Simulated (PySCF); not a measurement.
# Xenon: a sound run and one with changed settings

Sound run: Xe²⁺ [Kr] 4d10 5s2 5p4, Xe³⁺ [Kr] 4d10 5s2 5p3. Calculation: PySCF 2.14, in def2-SVP with the def2 core potential (28 electrons) (6s5p3d2f, 50 functions); scalar relativity through the core potential. In the sound run the correlated levels freeze 4s2 4p6 4d10 outside the core potential. The sound run starts from symmetry-adapted Hartree-Fock orbitals and uses a fine grid where one is needed.

Changed run: initial guess 1e, at most 50 SCF cycles.

| species | method | sound run (hartree) | changed run (hartree) | converged |
| --- | --- | --- | --- | --- |
| Xe²⁺ | UHF | -327.13922 | -327.13922 | yes |
| Xe²⁺ | BP86 | -328.26235 | -328.26235 | yes |
| Xe²⁺ | CCSD(T) | -327.24993 | -327.24993 | yes |
| Xe³⁺ | MN15 | -326.22630 | -326.22630 | yes |
| Xe³⁺ | MP2 | -326.12738 | -326.12738 | yes |

Here the plain start reaches the same solutions.
